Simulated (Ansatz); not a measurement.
One change: `[SiH3][SiH2][SiH2][SiH2][GeH3]` becomes `[GeH3][SiH2][SiH2][SiH2][GeH2][GeH3]`.

Ansatz, PBE0-D4/def2-TZVP geometries, multiplicity 1. Each molecule was computed in one conformer, which needn't be the lowest.

Scalar relativity is left out up to krypton.

| property | `[SiH3][SiH2][SiH2][SiH2][GeH3]` |
| --- | --- |
| size of the dipole moment (B3LYP/def2-TZVPP) / D | 0.21 |
| HOMO energy (ωB97M-V/def2-TZVPP) / eV | -9.82 |
| HOMO energy (PBE/def2-TZVPP) / eV | -6.86 |
| size of the dipole moment (PBE/def2-TZVPP) / D | 0.14 |
| LUMO energy (ωB97M-V/def2-TZVPP) / eV | 1.26 |
| HOMO–LUMO gap (PBE/def2-TZVPP) / eV | 5.62 |

(1) What does the change do to each property? (Estimate.)

## Answers

(1) The calculation gave: 
```csv
property,`[GeH3][SiH2][SiH2][SiH2][GeH2][GeH3]`,shift
size of the dipole moment (B3LYP/def2-TZVPP) / D,0.24,0.03
HOMO energy (ωB97M-V/def2-TZVPP) / eV,-9.69,0.13
HOMO energy (PBE/def2-TZVPP) / eV,-6.76,0.10
size of the dipole moment (PBE/def2-TZVPP) / D,0.14,0.00
LUMO energy (ωB97M-V/def2-TZVPP) / eV,1.14,-0.12
HOMO–LUMO gap (PBE/def2-TZVPP) / eV,5.43,-0.19
```

With PBE0 the HOMO rises by 0.12 eV and the LUMO falls by 0.13 eV, so the gap narrows by about 0.25 eV. PBE moves the HOMO by 0.10 eV and ωB97M-V by 0.13 eV. Dipoles are sizes alone; their direction can turn.

B3LYP here is the variant with VWN-RPA as its local correlation; programs differ in this.
